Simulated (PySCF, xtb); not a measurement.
ZrOF₂, SMILES [F][Zr](=[O])[F], multiplicity 1.

Harmonic wavenumbers (cm⁻¹) from GFN2-xTB (xtb) at its own minimum, in rising order: 94, 161, 201, 497, 539, 834.

Problem. What does B3LYP-D3(BJ)/def2-TZVP (PySCF) give at its own minimum? (The exact figures need the calculation; the answer reports its results.)

Solution. 100, 176, 237, 616, 641, 959. Paired by order, the mean absolute difference is 67 cm⁻¹ and the zero-point energies are 3.3 and 3.9 kcal/mol.
